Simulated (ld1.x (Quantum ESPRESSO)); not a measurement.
**An all-electron radial function and its pseudo partner (boron (B))**

Columns: radius, all-electron u(r) and pseudo u(r) of the 2s shell (level -19.51 eV) of boron in the configuration [He] 2s2 2p0; PBE, scalar-relativistic, PAW scheme, ld1.x (Quantum ESPRESSO) 7.5.

| r (bohr) | all-electron | pseudo |
| --- | --- | --- |
| 0.140 | 0.3307 | -0.1241 |
| 0.280 | 0.2615 | -0.2447 |
| 0.420 | 0.0613 | -0.3585 |
| 0.560 | -0.1595 | -0.4625 |
| 0.700 | -0.3563 | -0.5543 |
| 0.840 | -0.5145 | -0.6320 |
| 0.980 | -0.6333 | -0.6943 |
| 1.120 | -0.7143 | -0.7403 |
| 1.260 | -0.7616 | -0.7695 |
| 1.400 | -0.7808 | -0.7819 |
| 1.540 | -0.7776 | -0.7776 |
| 1.680 | -0.7574 | -0.7574 |
| 1.820 | -0.7249 | -0.7249 |
| 1.960 | -0.6841 | -0.6841 |
| 2.100 | -0.6383 | -0.6383 |
| 2.240 | -0.5899 | -0.5899 |
| 2.380 | -0.5409 | -0.5409 |
| 2.520 | -0.4928 | -0.4928 |
| 2.660 | -0.4465 | -0.4465 |
| 2.800 | -0.4027 | -0.4027 |
| 2.940 | -0.3616 | -0.3616 |
| 3.080 | -0.3237 | -0.3237 |
| 3.220 | -0.2887 | -0.2887 |
| 3.360 | -0.2568 | -0.2568 |
| 3.500 | -0.2278 | -0.2278 |
| 3.640 | -0.2015 | -0.2015 |

(1) How many radial nodes do the two functions have?

(2) At about which radius was the pseudo-wave matched?

(3) Is the pseudo-wave norm-conserving?

Answers

(1) The all-electron 2s function has n − l − 1 = 1; the pseudo-wave has 0, since the states of the same l below it are removed with the core.

(2) 1.55 bohr, where the columns begin to agree (steps of 0.14 bohr).

(3) No, it belongs to a PAW set: the norm inside the radius is not constrained, and the difference is carried by the augmentation charge.
